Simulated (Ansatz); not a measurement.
Method: B3LYP-D3(BJ)/def2-TZVP (Ansatz, a quantum-chemistry and plane-wave program). No frequencies were computed at this level.

Ansatz 0.2 input:
```yaml
crystal:
  periodic: [false, false, false]
  atoms:
    - { symbol: Si, position_ang: [1.588662, -0.60398, 0.068083] }
    - { symbol: B, position_ang: [-0.074506, 0.460765, 0.092437] }
    - { symbol: Si, position_ang: [-1.874746, -0.2668, -0.276927] }
    - { symbol: S, position_ang: [-0.006596, 2.192273, 0.464084] }
    - { symbol: H, position_ang: [1.91663, -1.101471, -1.275093] }
    - { symbol: H, position_ang: [1.544135, -1.772413, 0.95618] }
    - { symbol: H, position_ang: [2.767042, 0.179648, 0.49549] }
    - { symbol: H, position_ang: [-1.92012, -1.022844, -1.538156] }
    - { symbol: H, position_ang: [-2.305726, -1.200485, 0.77605] }
    - { symbol: H, position_ang: [-2.940606, 0.740464, -0.375608] }
    - { symbol: H, position_ang: [1.305585, 2.365859, 0.672812] }
basis:
  gaussian: { orbitals: def2-tzvp }
hamiltonian:
  xc: b3lyp
  dispersion: d3bj
relax:
  max_steps: 150
```

Output:

```
Functional definition: B3LYP
1270 factors; their error is unknown
mean field evaluation 1: about -27381.1471 eV, gradient 2.8e1 eV
mean field evaluation 2: about -27379.6736 eV, gradient 3.5e1 eV
mean field evaluation 4: about -27383.8843 eV, gradient 1.5e0 eV
mean field evaluation 8: about -27383.8890 eV, gradient 2.9e-2 eV
mean field evaluation 16: about -27383.9563 eV, gradient 9.7e-6 eV
mean field -27383.95629648 eV, -1006.3418323833 hartree, gradient 9.7e-6 eV, S^2 0.000000; 0 other end points of the search recorded, 0 dependent functions left out
reference -27383.95660826 eV, -1006.3418438411 hartree; 28, 28 occupied and 156, 156 virtual orbitals, 1270 factors
relax step   1: F+E_penalty+E_count = -27384.48051032 eV  Δ(F+E_penalty+E_count) = +0.000e0 eV  max|allowed force component| = 5.363e-1 eV/Å  Δτ_max = 0.0000 Å  (27 SCF iters, accepted)
these checks for a lower state are left out or cut short: starts, cluster_reference, orbital_swaps, neighbouring_geometries, increment
1270 factors; their error is unknown
mean field -27384.00769047 eV, -1006.3437210777 hartree, gradient 2.5e-5 eV, S^2 0.000000; 0 other end points of the search recorded, 0 dependent functions left out
reference -27384.00800257 eV, -1006.3437325473 hartree; 28, 28 occupied and 156, 156 virtual orbitals, 1270 factors
relax step   2: F+E_penalty+E_count = -27384.53154923 eV  Δ(F+E_penalty+E_count) = -5.104e-2 eV  max|allowed force component| = 2.645e-1 eV/Å  Δτ_max = 0.0605 Å  (30 SCF iters, accepted)
these checks for a lower state are left out or cut short: starts, cluster_reference, orbital_swaps, neighbouring_geometries, increment
1270 factors; their error is unknown
mean field -27384.00957628 eV, -1006.3437903799 hartree, gradient 1.1e-5 eV, S^2 0.000000; 0 other end points of the search recorded, 0 dependent functions left out
reference -27384.00988904 eV, -1006.3438018735 hartree; 28, 28 occupied and 156, 156 virtual orbitals, 1270 factors
relax step   3: F+E_penalty+E_count = -27384.53034013 eV  Δ(F+E_penalty+E_count) = +1.209e-3 eV  max|allowed force component| = 1.658e-1 eV/Å  Δτ_max = 0.0685 Å  (30 SCF iters, rejected (line search))
these checks for a lower state are left out or cut short: starts, cluster_reference, orbital_swaps, neighbouring_geometries, increment
1270 factors; their error is unknown
mean field evaluation 32: about -27383.9436 eV, gradient 1.2e0 eV
mean field -27384.01436732 eV, -1006.3439664474 hartree, gradient 2.3e-5 eV, S^2 0.000000; 0 other end points of the search recorded, 0 dependent functions left out
reference -27384.01467971 eV, -1006.3439779274 hartree; 28, 28 occupied and 156, 156 virtual orbitals, 1270 factors
relax step   4: F+E_penalty+E_count = -27384.53623306 eV  Δ(F+E_penalty+E_count) = -4.684e-3 eV  max|allowed force component| = 1.492e-1 eV/Å  Δτ_max = 0.0342 Å  (30 SCF iters, accepted)
these checks for a lower state are left out or cut short: starts, cluster_reference, orbital_swaps, neighbouring_geometries, increment
1270 factors; their error is unknown
mean field -27384.01728506 eV, -1006.3440736722 hartree, gradient 2.3e-5 eV, S^2 0.000000; 0 other end points of the search recorded, 0 dependent functions left out
reference -27384.01759760 eV, -1006.3440851579 hartree; 28, 28 occupied and 156, 156 virtual orbitals, 1270 factors
relax step   5: F+E_penalty+E_count = -27384.53790642 eV  Δ(F+E_penalty+E_count) = -1.673e-3 eV  max|allowed force component| = 4.246e-2 eV/Å  Δτ_max = 0.0234 Å  (30 SCF iters, accepted)
these checks for a lower state are left out or cut short: starts, cluster_reference, orbital_swaps, neighbouring_geometries, increment
1270 factors; their error is unknown
mean field -27384.01731577 eV, -1006.3440748008 hartree, gradient 2.1e-5 eV, S^2 0.000000; 0 other end points of the search recorded, 0 dependent functions left out
reference -27384.01762793 eV, -1006.3440862727 hartree; 28, 28 occupied and 156, 156 virtual orbitals, 1270 factors
relax step   6: F+E_penalty+E_count = -27384.53815614 eV  Δ(F+E_penalty+E_count) = -2.497e-4 eV  max|allowed force component| = 3.124e-2 eV/Å  Δτ_max = 0.0133 Å  (29 SCF iters, accepted)
these checks for a lower state are left out or cut short: starts, cluster_reference, orbital_swaps, neighbouring_geometries, increment
1270 factors; their error is unknown
mean field -27384.01756949 eV, -1006.3440841251 hartree, gradient 2.1e-5 eV, S^2 0.000000; 0 other end points of the search recorded, 0 dependent functions left out
reference -27384.01788149 eV, -1006.3440955908 hartree; 28, 28 occupied and 156, 156 virtual orbitals, 1270 factors
relax step   7: F+E_penalty+E_count = -27384.53841487 eV  Δ(F+E_penalty+E_count) = -2.587e-4 eV  max|allowed force component| = 1.641e-2 eV/Å  Δτ_max = 0.0094 Å  (30 SCF iters, accepted)
these checks for a lower state are left out or cut short: starts, cluster_reference, orbital_swaps, neighbouring_geometries, increment
1270 factors; their error is unknown
mean field evaluation 64: about -27384.0175 eV, gradient 1.0e-3 eV
mean field -27384.01749130 eV, -1006.3440812517 hartree, gradient 2.1e-5 eV, S^2 0.000000; 0 other end points of the search recorded, 0 dependent functions left out
reference -27384.01780287 eV, -1006.3440927015 hartree; 28, 28 occupied and 156, 156 virtual orbitals, 1270 factors
relax step   8: F+E_penalty+E_count = -27384.53865645 eV  Δ(F+E_penalty+E_count) = -2.416e-4 eV  max|allowed force component| = 4.746e-3 eV/Å  Δτ_max = 0.0251 Å  (29 SCF iters, accepted)
these checks for a lower state are left out or cut short: starts, cluster_reference, orbital_swaps, neighbouring_geometries, increment
1270 factors; their error is unknown
mean field -27384.01742360 eV, -1006.3440787638 hartree, gradient 2.1e-5 eV, S^2 0.000000; 0 other end points of the search recorded, 0 dependent functions left out
reference -27384.01773475 eV, -1006.3440901982 hartree; 28, 28 occupied and 156, 156 virtual orbitals, 1270 factors
relax step   9: F+E_penalty+E_count = -27384.53874405 eV  Δ(F+E_penalty+E_count) = -8.760e-5 eV  max|allowed force component| = 8.492e-3 eV/Å  Δτ_max = 0.0262 Å  (29 SCF iters, accepted)
these checks for a lower state are left out or cut short: starts, cluster_reference, orbital_swaps, neighbouring_geometries, increment
1270 factors; their error is unknown
mean field -27384.01753378 eV, -1006.3440828127 hartree, gradient 2.1e-5 eV, S^2 0.000000; 0 other end points of the search recorded, 0 dependent functions left out
reference -27384.01784469 eV, -1006.3440942384 hartree; 28, 28 occupied and 156, 156 virtual orbitals, 1270 factors
relax step  10: F+E_penalty+E_count = -27384.53877066 eV  Δ(F+E_penalty+E_count) = -2.661e-5 eV  max|allowed force component| = 1.417e-2 eV/Å  Δτ_max = 0.0189 Å  (29 SCF iters, accepted)
these checks for a lower state are left out or cut short: starts, cluster_reference, orbital_swaps, neighbouring_geometries, increment
1270 factors; their error is unknown
mean field -27384.01768231 eV, -1006.3440882710 hartree, gradient 2.1e-5 eV, S^2 0.000000; 0 other end points of the search recorded, 0 dependent functions left out
reference -27384.01799307 eV, -1006.3440996911 hartree; 28, 28 occupied and 156, 156 virtual orbitals, 1270 factors
relax step  11: F+E_penalty+E_count = -27384.53882860 eV  Δ(F+E_penalty+E_count) = -5.795e-5 eV  max|allowed force component| = 9.399e-3 eV/Å  Δτ_max = 0.0160 Å  (29 SCF iters, accepted)
these checks for a lower state are left out or cut short: starts, cluster_reference, orbital_swaps, neighbouring_geometries, increment
1270 factors; their error is unknown
mean field -27384.01777471 eV, -1006.3440916665 hartree, gradient 2.1e-5 eV, S^2 0.000000; 0 other end points of the search recorded, 0 dependent functions left out
reference -27384.01808533 eV, -1006.3441030817 hartree; 28, 28 occupied and 156, 156 virtual orbitals, 1270 factors
relax step  12: F+E_penalty+E_count = -27384.53887695 eV  Δ(F+E_penalty+E_count) = -4.834e-5 eV  max|allowed force component| = 8.004e-3 eV/Å  Δτ_max = 0.0147 Å  (29 SCF iters, accepted)
1270 factors; their error is unknown
mean field evaluation 96: about -27384.0178 eV, gradient 2.5e-5 eV
mean field -27384.01777470 eV, -1006.3440916665 hartree, gradient 2.5e-5 eV, S^2 0.000000; 1 other end points of the search recorded, 0 dependent functions left out
reference -27384.01808533 eV, -1006.3441030817 hartree; 28, 28 occupied and 156, 156 virtual orbitals, 1270 factors
Total energy: -27384.53918757 eV, -1006.3632532359 hartree
Atom 0 at     1.597354    -0.622894     0.089884 Å, force    -0.000296     0.003135    -0.003776 eV/Å
Atom 1 at    -0.064635     0.502024     0.095233 Å, force    -0.000752    -0.000120     0.005992 eV/Å
Atom 2 at    -1.881262    -0.277714    -0.284499 Å, force    -0.006212    -0.000390    -0.003714 eV/Å
Atom 3 at    -0.012886     2.235061     0.428560 Å, force    -0.000723    -0.005877    -0.002243 eV/Å
Atom 4 at     1.838461    -1.160105    -1.274345 Å, force    -0.000283    -0.000766     0.003598 eV/Å
Atom 5 at     1.456419    -1.779190     1.011194 Å, force    -0.000004     0.002538    -0.000953 eV/Å
Atom 6 at     2.790823     0.163598     0.499879 Å, force     0.001005    -0.001314    -0.000932 eV/Å
Atom 7 at    -1.867038    -0.950418    -1.609347 Å, force    -0.000936     0.003299     0.008004 eV/Å
Atom 8 at    -2.196387    -1.307272     0.739838 Å, force     0.002523     0.006460    -0.006678 eV/Å
Atom 9 at    -2.966658     0.735523    -0.282291 Å, force     0.005134    -0.006579    -0.000147 eV/Å
Atom 10 at     1.305563     2.432403     0.645247 Å, force     0.000544    -0.000387     0.000849 eV/Å
Dipole moment:     0.165888     0.146409     0.051766 e Å
```

Cost: roughly 100 core-seconds.
